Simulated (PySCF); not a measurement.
CH2NO, SMILES N[C]=O, multiplicity 2. Atoms are numbered in the order given.

```xyz
5

N     -0.0928     1.0769     0.0000
C      0.4032    -0.1595     0.0000
O     -0.1504    -1.2107     0.0000
H     -1.0921     1.2387     0.0000
H      0.5260     1.8653     0.0000
```
Charge 0, spin multiplicity 2.

Geometry: PBE0-D3(BJ)/def2-TZVP. The isomer is the one that the SMILES or the coordinates give; other isomers of the formula were not compared. One conformer was computed; it need not be the lowest.

These are B3LYP/pcH-1 run with PySCF values and carry that method's errors.

Unrestricted Kohn–Sham, ⟨S²⟩ = 0.753. Hyperfine tensors hold the contact and dipolar terms, without spin-orbit corrections.

### Question
Estimate the hyperfine couplings. (An estimate is asked for; the answer gives what the named calculation found.)

### Answer

```csv
nucleus,A(iso) (MHz),A(iso) (G),dipolar principal values (MHz)
14N no. 1,87.8,31.3,"-4.7, -3.0, 7.7"
13C no. 2,456.4,162.9,"-48.0, -44.6, 92.6"
17O no. 3,-47.1,-16.8,"-113.2, 54.9, 58.4"
1H no. 4,91.2,32.5,"-7.0, -2.6, 9.5"
1H no. 5,-0.9,-0.3,"-9.5, -6.4, 15.9"
```

### Question
And the g tensor (effective nuclear charges for spin-orbit coupling, GIAO)? (Estimate from the structure and the level; the computed values follow.)

### Answer
principal values 1.9985, 2.0019, 2.0044; isotropic 2.0016.
